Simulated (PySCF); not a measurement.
## N²⁺ (nitrogen, charge +2) across methods

[He] 2s2 2p1, 2P determinant. All numbers are calculated (PySCF 2.14, scalar relativity by spin-free X2C-1e, in aug-cc-pVDZ-DK).

```tsv
method	E (hartree)	mean ε 2s α (eV)	mean ε 2s β (eV)	mean ε 2p α (eV)	Σ⟨r²⟩ (bohr²)	⟨S²⟩
r2SCAN	-52.9468	-50.504	-48.184	-39.757	5.026	0.753
UHF	-52.83697	-58.821	-54.207	-47.969	5.037	0.754
PBE	-52.9097	-49.877	-47.932	-38.874	5.036	0.751
wB97X	-52.9814	-54.797	-52.471	-43.749	5.006	0.752
BLYP	-52.9768	-49.767	-47.829	-39.003	5.035	0.751
PBE0	-52.9224	-52.322	-49.829	-41.270	5.026	0.752
M06-2X	-52.9798	-54.469	-51.781	-43.109	5.011	0.751
r2SCANh	-52.9486	-51.393	-48.890	-40.632	5.024	0.753
LDA	-52.4924	-49.695	-47.700	-38.586	5.067	0.751
```
